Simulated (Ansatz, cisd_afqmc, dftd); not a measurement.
System: C$_{2}$H$_{4}$Si, charge 0, singlet. C2H4Si (SMILES C#C[SiH3]).
B3LYP-D3(BJ)/def2-TZVP minimum from Ansatz (an electronic-structure program):
```xyz
7

Si    -0.9406    -0.0969    -0.4761
C      0.6810     0.0702     0.3447
C      1.7520     0.1806     0.8869
H     -1.0532     0.9143    -1.5489
H     -1.0582    -1.4514    -1.0572
H     -2.0161     0.1117     0.5168
H      2.6972     0.2780     1.3653
```
Charge 0, spin multiplicity 1.

Wanted: atomisation energy (electronic, to ground-state atoms), in kcal/mol. Radicals and triplets start from unrestricted determinants; spin-orbit coupling is neglected. Correlated methods leave the cores frozen. Rows without X2C or -DK are non-relativistic. The Monte Carlo rows (phaseless AFQMC, CISD trial, step 0.005/hartree) carry one-sigma bars that omit the constraint's bias. Outlying blocks are dropped, and bars are widened where a walk drifts. Over all cases where full CI ran beside it in this data, AFQMC minus full CI had a median of +0.1 mEh and passed +0.4 mEh in a tenth of the cases. CBS(X,Y): correlation extrapolated as X^-3, Hartree-Fock from the larger set (Q,5: extrapolated as (X+1)exp(-9√X)). A bracket is a step between two methods taken in the basis named. The functionals are non-relativistic, so their misses hold any scalar relativity. Double hybrids freeze cores in their MP2 part. 'core' is core correlation in cc-pwCVTZ (1s frozen past Ne), 'X2C' scalar relativity in cc-pVTZ-DK, both at CCSD(T). Where a partner has so few electrons that a lower coupled-cluster level is exact, that level stands in.

```
level                                                                                        program  atomisation energy (kcal/mol)
------------------------------------------------------------------------------------  --------------  -----------------------------
HF/cc-pV(5+d)Z                                                                                Ansatz                          467.0
B3LYP-D3(BJ)/def2-TZVPD                                                               Ansatz + dftd3                          623.2
PBE0-D4/def2-TZVPD                                                                    Ansatz + dftd4                          619.8
PBE0/def2-TZVPD                                                                               Ansatz                          617.7
CAM-B3LYP-D4/def2-TZVPD                                                               Ansatz + dftd4                          623.2
CAM-B3LYP/def2-TZVPD                                                                          Ansatz                          621.1
wB97X-V/def2-TZVPD                                                                            Ansatz                          622.1
B2PLYP/def2-TZVPD                                                                             Ansatz                              ?
MP2/CBS(cc-pV(T+d)Z,cc-pV(Q+d)Z)                                                              Ansatz                          632.2
CCSD/cc-pV(D+d)Z                                                                              Ansatz                          565.5
CCSD/CBS(cc-pV(T+d)Z,cc-pV(Q+d)Z)                                                             Ansatz                          612.7
CCSDT(Q)/cc-pV(D+d)Z                                                                          Ansatz                              ?
AFQMC/CISD/cc-pV(D+d)Z                                                                    cisd_afqmc                    572.9 ± 0.3
CCSD(T)/CBS(cc-pV(Q+d)Z,cc-pV(5+d)Z) + [CCSDT(Q) - CCSD(T)]/cc-pV(D+d)Z + core + X2C          Ansatz                              ?
```

What belongs in the gaps?


- B2PLYP/def2-TZVPD, atomisation energy (kcal/mol): 616.5
- CCSDT(Q)/cc-pV(D+d)Z, atomisation energy (kcal/mol): 573.5
- CCSD(T)/CBS(cc-pV(Q+d)Z,cc-pV(5+d)Z) + [CCSDT(Q) - CCSD(T)]/cc-pV(D+d)Z + core + X2C, atomisation energy (kcal/mol): 623.8
